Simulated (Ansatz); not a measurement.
Diatomic BS+, multiplicity 3 (lowest of 2S+1 = 1, 3, 5 at CCSD(T)/def2-TZVPP on PBE0 minima; our sources give no spin for the ground state, which may be another).

Constants: fifth-degree fit in 1/R to seven points, most abundant isotopes. In def2 and cc sets the state is the lowest found near the PBE0 minimum, followed along R.

Cores are frozen in the correlated methods.

Run with Ansatz (a first-principles code). Each number belongs to the level named beside it.

Energies at CCSD/aug-cc-pV(Q+d)Z:

```json
[
 {"R (Å)": "1.583924", "E (hartree)": "-422.04464515"},
 {"R (Å)": "1.626503", "E (hartree)": "-422.05053717"},
 {"R (Å)": "1.665675", "E (hartree)": "-422.05339134"},
 {"R (Å)": "1.709957", "E (hartree)": "-422.05422847"},
 {"R (Å)": "1.754239", "E (hartree)": "-422.05305435"},
 {"R (Å)": "1.805333", "E (hartree)": "-422.04980455"},
 {"R (Å)": "1.864943", "E (hartree)": "-422.04420891"}
]
```

Q: With a reduced mass of 8.1894 u, find the minimum, the force constant and the constants.

A: A fifth-degree polynomial in 1/R puts the minimum at r_e = 1.7045 Å with force constant 460 N/m. Then ω_e = (1/2πc)√(k/μ) = 976 cm⁻¹ and B_e = h/(8π²cμr_e²) = 0.7085 cm⁻¹; the cubic and quartic terms give α_e = 0.0067 and ω_e x_e = 8.2 cm⁻¹.
